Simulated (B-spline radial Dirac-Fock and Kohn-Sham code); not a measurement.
How the levels of ytterbium move as electrons are removed

These are calculated numbers from a radial finite-basis atomic code; the model is relaxed Dirac-Fock hole states (ΔSCF) with Breit and QED corrections and a finite nucleus. Each ion is free and in its tabulated ground configuration. The model has no electron correlation.

Reference: Yb⁵⁶⁺, [Ne] 3s2 3p2, with 1s 65744.3 eV. Shifts from it, in eV (a dash: the subshell is empty, belongs to an open shell averaged over j, or its hole state is left out as unreliable):

```csv
ion,configuration,1s
Yb⁵⁷⁺,[Ne] 3s2 3p1,?
Yb⁵⁸⁺,[Ne] 3s2,+380.8
Yb⁵⁹⁺,[Ne] 3s1,–
Yb⁶⁰⁺,[He] 2s2 2p6,+749.7
Yb⁶¹⁺,[He] 2s2 2p5,+1198.5
Yb⁶²⁺,[He] 2s2 2p4,+1652.4
Yb⁶³⁺,[He] 2s2 2p3,+2111.3
Yb⁶⁴⁺,[He] 2s2 2p2,+2575.3
Yb⁶⁵⁺,[He] 2s2 2p1,+3044.4
Yb⁶⁶⁺,[He] 2s2,+3518.6
Yb⁶⁸⁺,1s2,+4374.6
Yb⁶⁹⁺,1s1,+5830.2
```

Question: Give the missing shifts for Yb⁵⁷⁺.

Answer: 1s +189.4 (eV).
